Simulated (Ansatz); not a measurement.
CH6BFSSi can be A, `CSB(F)[SiH3]`, or B, `BSC(F)[SiH3]`.

Calculated with Ansatz (gas phase, PBE0-D4/def2-TZVP geometries, no zero-point term in ΔE). CBS: MP2 limit from def2 TZ/QZ plus the TZ coupled-cluster correction, frozen cores. Functionals use def2-TZVPP. B3LYP here is the variant with VWN-RPA as its local correlation; programs differ in this. Each species was taken in one conformer, which may not be the lowest.

Problem. Which isomer does CCSD(T)/CBS put lower? Give the gap. (Best estimate.)

Solution. Ansatz gave: A, by 50.9 kcal/mol.

Problem. Give E(B) − E(A) in kcal/mol with CCSD/def2-TZVPP, r2SCAN-D4, B3LYP-D4, CCSD(T)/def2-TZVPP, B2PLYP, ωB97M-V, B3LYP. (Estimate.)

Solution. Ansatz gave: CCSD/def2-TZVPP 51.2, r2SCAN-D4 51.5, B3LYP-D4 50.2, CCSD(T)/def2-TZVPP 51.1, B2PLYP 50.5, ωB97M-V 49.8, B3LYP 49.9. None reverses the order clearly.

Largest T1 diagnostic: 0.014.

From PBE to PBE0 (25 % exact exchange), in def2-TZVPP and without D4, E(B) − E(A) moves by +0.8 kcal/mol. In def2-TZVPP, CCSD(T) changes the Hartree–Fock value by +1.0 kcal/mol (the triples alone add −0.1 kcal/mol) and MP2 by +1.6 kcal/mol.
